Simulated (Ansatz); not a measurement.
Reactions of FHOSn (`[OH][Sn][F]`).

Gas-phase electronic energies from Ansatz, PBE0-D4/def2-TZVP geometries. CCSD(T)/CBS is the MP2 limit (def2-TZVPP, def2-QZVPP) plus CCSD(T) − MP2 in def2-TZVPP, frozen cores. This one scheme is used for every species. DFT in def2-TZVPP. B3LYP here is the variant with VWN-RPA as its local correlation; programs differ in this. def2 core potentials past Kr. For In, Sn outer-core shells are correlated without core-valence functions, which leaves a few kJ/mol of doubt a bond. Each species was taken in one conformer, which may not be the lowest.

```tsv
reaction	B2PLYP (kJ/mol)	B3LYP-D4 (kJ/mol)	HF/CBS(def2) (kJ/mol)	PBE-D4 (kJ/mol)
`[OH][Sn][F]` + H₂S → `[F][Sn][SH]` + H₂O	-29	-35	-30	-38
`[OH][Sn][F]` + `O[Si]1(F)CO1` → `[F][Sn][F]` + `O[Si]1(O)CO1`	-10	-13	-14	-12
`[OH][Sn][F]` + `[F][In]([F])[SH]` → `[F][Sn][SH]` + `[OH][In]([F])[F]`	40	39	44	36
`[OH][Sn][F]` + `[CH3][Al-]1([F])[O]C(C(F)(F)F)=CC(C(F)(F)F)=[O+]1` → `[OH][Sn-]1[O]C(C(F)(F)F)=CC(C(F)(F)F)=[O+]1` + `[CH3][Al]([F])[F]`	28	28	39	30
```

Question: Give the CCSD(T)/CBS values in the same order. (Estimate.)

Answer: The calculation gave: -33, -8, 41, 21 kJ/mol.

Largest T1 diagnostic: 0.018, for `[OH][Sn][F]`.
